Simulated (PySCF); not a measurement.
Simulated characterisation data

PySCF calculation with coordinates at the GFN2-xTB level and shielding tensors at PBE0/pcSseg-1 (GIAO); in vacuum, relativity neglected, a single conformation, one averaged value for each set of equivalent atoms.

Chemical shifts δ = σref − σ; TMS for ¹H (σ = 31.72 ppm), ¹³C (σ = 186.93 ppm), all at this level. Splittings of carbon signals by F and P are missing where no couplings were computed. Where no couplings were computed, multiplicities follow the n + 1 count of equivalent neighbours, and m marks all less simple cases (inequivalent or close neighbours, rings, F or P nearby). Shifts are as computed. Against solution values, carbons near 30 ppm lie about +3 ppm off and those near 130 ppm about +5 ppm. Of 1211 compounds with measured shifts, 218 miss one by over three times the rms of a fit or turn the order of signals round; such compounds aren't used in these exercises. OH and NH positions are gas-phase values without hydrogen bonding to other molecules.

**1.** SMILES N[SiH2]n1cccc1, C₄H₈N₂Si. ¹H NMR (400 MHz, computed): δ 6.93 (m, 2H), 6.64 (m, 2H), 5.56 (s, 2H), 0.45 (br s, 2H). ¹³C{¹H} NMR (computed): δ 125.8, 117.6.

**2.** `InChI=1S/C6H8FP/c1-8-4-2-6(7)3-5-8/h2-6H,1H3`. ¹H NMR (400 MHz, computed): δ 6.75 (m, 2H), 6.43 (m, 2H), 5.15 (m, 1H), 1.32 (m, 3H). ¹³C{¹H} NMR (computed): δ 140.3, 137.8, 91.4, 13.2.
